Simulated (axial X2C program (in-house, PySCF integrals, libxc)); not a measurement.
## AlNi: cheaper levels and CCSD(T), with spin–orbit coupling

Computed with an axial X2C code built on PySCF integrals. Two-component (2c) means X2C with spin–orbit coupling and atomic mean-field two-electron Coulomb and Gaunt terms. Basis: Ni dyall-cv3z [9s9p6d3f2g], Al dyall-v3z [8s8p2d1f] (cores contracted in-house); Gaussian nuclei, density fitting, unrestricted open shells. Masses: Ni 57.935 u, Al 26.982 u.

State: Ω = 5/2 (⟨Sz⟩ = 0.50, ⟨Lz⟩ = 2.00 at HF); fragments Ni + Al.

| level | Re (Å) | ωe (cm⁻¹) | De (eV) |
| --- | --- | --- | --- |
| PBE0 | 2.348 | 301.4 | n/a |
| HF | 2.578 | 198.9 | -1.10 |
| CCSD | 2.337 | 307.8 | 1.63 |
| BLYP | 2.352 | 301.1 | n/a |

Correlated methods: 13 electrons correlated (number of frozen shells: Ni 3 s, 2 p; Al 2 s, 1 p), 221 virtual spin orbitals or spinors in MP2, 90 natural virtuals in coupled cluster.

CCSD(T), same Hamiltonian and basis:

Re = 2.304 Å, ωe = 333.2 cm⁻¹; T1 = 0.056 (Lee–Taylor normalisation).

Q: Give the differences from CCSD(T) in the columns below.

A: 

| level | ΔRe (Å) | Δωe (cm⁻¹) |
| --- | --- | --- |
| PBE0 | 0.044 | -32 |
| HF | 0.274 | -134 |
| CCSD | 0.033 | -25 |
| BLYP | 0.048 | -32 |

Occupations by symmetry block were frozen at the best pattern of an incomplete PBE0 search. De is counted from the lowest determinant-based energies of the atoms at the same level, without counterpoise correction. De is not given where an atomic determinant may have missed its ground term or J level, or where the truncated virtual space spoils (T). Density functionals use the spin component along the axis (collinear). CCSD and (T) use frozen natural virtuals with an MP2 correction for the truncation; (T) itself is uncorrected, so its De runs slightly low. Other states lie close and PBE0, whose exact exchange favours high spin, may order them wrongly; the determinant shown need not be the ground state. The nearest other 2c determinant of the search, Ω = 3/2, lies 0.14 eV up at the distance of the search. The functionals have no current-density term, which raises determinants with orbital currents, atoms included. At some level and bond length an empty orbital lies below a filled one. The determinant is spin-polarised beyond a pure state at some levels (its spin-free form has ⟨S²⟩ too high), which makes Re and μ there less reliable. The T1 diagnostic is large, a sign of multireference character.
